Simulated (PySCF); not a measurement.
PySCF input for ScCl3, SMILES [Cl][Sc]([Cl])[Cl], C-PCM-ωB97X/def2-SVP. Geometry optimised at B3LYP-D3(BJ)/def2-SVP. The isomer is the one that the SMILES or the coordinates give; other isomers of the formula were not compared.

```python
import numpy as np
from pyscf import gto, scf, dft
from pyscf.solvent import pcm

mol = gto.M(
    atom='''
    Sc   -0.00000000    0.00000000    0.00000000
    Cl    2.27061219   -0.00000000   -0.00000000
    Cl   -1.13530609   -1.96640784   -0.00000000
    Cl   -1.13530610    1.96640784   -0.00000000
    ''',
    basis='def2-SVP',
    charge=0,
    spin=0,
    max_memory=2000,
    verbose=3,
)
mf = dft.RKS(mol, xc='wb97x').density_fit(auxbasis='def2-universal-jkfit')
mf.grids.level = 3
mf.conv_tol = 1e-9
mf.max_cycle = 100
mf.kernel()
res = {}
for name, eps in {'water': 78.355, 'chloroform': 4.7113, 'diethylether': 4.24}.items():
    s = mf.PCM()
    s.with_solvent.method, s.with_solvent.eps, s.with_solvent.lebedev_order = 'C-PCM', eps, 29
    s.kernel(mf.make_rdm1())
    res[name] = (s.e_tot, eps, s.dip_moment(), s.mo_energy, s.converged)
    print(f'{name}: electrostatic solvation free energy {(s.e_tot - mf.e_tot) * 627.509474:.3f} kcal/mol')
```

Output:

```
converged SCF energy = -2141.02323055679

WARN: PCM is an experimental feature. It is still in testing.
Features and APIs may be changed in the future.

converged SCF energy = -2141.03777162675
Dipole moment(X, Y, Z, Debye):  0.00018, -0.00000, -0.00000
water: electrostatic solvation free energy -9.125 kcal/mol

WARN: PCM is an experimental feature. It is still in testing.
Features and APIs may be changed in the future.

converged SCF energy = -2141.03452492704
Dipole moment(X, Y, Z, Debye):  0.00013, -0.00000,  0.00000
chloroform: electrostatic solvation free energy -7.087 kcal/mol

WARN: PCM is an experimental feature. It is still in testing.
Features and APIs may be changed in the future.

converged SCF energy = -2141.03415244414
Dipole moment(X, Y, Z, Debye):  0.00013, -0.00000, -0.00000
diethylether: electrostatic solvation free energy -6.854 kcal/mol
```

The calculation finished and met its thresholds.
